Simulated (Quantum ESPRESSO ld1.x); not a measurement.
The numbers below are computed, except where a source is named.
Task: Radial electron density D(r) = 4 pi r^2 rho(r) of an atom or ion with 29 electrons. Level of theory: Dirac Kohn-Sham, PBE, spin-unpolarised, spherical densities, point nucleus (ld1.x of Quantum ESPRESSO 7.5).

```
   r/bohr * D(r) (the largest magnitude, 45, reaches the edge; | marks zero)
 0.003096 |  *
 0.003547 |   *
 0.004063 |    *
 0.004655 |     *
 0.005334 |       *
 0.006111 |         *
 0.007001 |           *
 0.008021 |              *
 0.009189 |                 *
  0.01053 |                    *
  0.01206 |                        *
  0.01393 |                            *
  0.01596 |                                 *
  0.01828 |                                     *
  0.02095 |                                         *
    0.024 |                                            *
   0.0275 |                                              *
   0.0315 |                                               *
  0.03609 |                                               *
  0.04135 |                                             *
  0.04737 |                                           *
  0.05427 |                                        *
  0.06218 |                                      *
  0.07124 |                                     *
  0.08162 |                                      *
  0.09351 |                                          *
   0.1071 |                                              *
   0.1227 |                                                   *
   0.1406 |                                                      *
   0.1611 |                                                      *
   0.1846 |                                                  *
   0.2115 |                                            *
   0.2423 |                                     *
   0.2776 |                               *
    0.318 |                            *
   0.3643 |                            *
   0.4174 |                              *
   0.4782 |                                *
   0.5479 |                                *
   0.6277 |                            *
   0.7191 |                       *
   0.8239 |                *
   0.9439 |          *
     1.09 |      *
    1.249 |   *
    1.431 |  *
    1.639 | *
    1.878 | *
    2.152 | *
    2.465 |*
    2.824 |*
    3.236 |*
    3.707 *
    4.247 *
    4.866 *
    5.575 *
    6.387 *
    7.317 *
```

What is the nuclear charge?

Result: Z = 32. The innermost maximum, from 1s, lies near gamma/Z bohr with gamma = sqrt(1 - (Z/c)^2) = 0.972, here 0.0304 bohr (found: 0.0328), and its height grows with Z. The density is that of the germanium ion Ge3+ in [Ne] 3s2 3p4 3d10 4s1 4d2; the configuration itself is not fixed sharply by these data, and Z only to about a unit. D(r) has 3 maxima, at r = 0.0328, 0.150, 0.502 bohr, and minima at 0.0701, 0.334 bohr, inside which lie 2.10, 11.18 electrons.
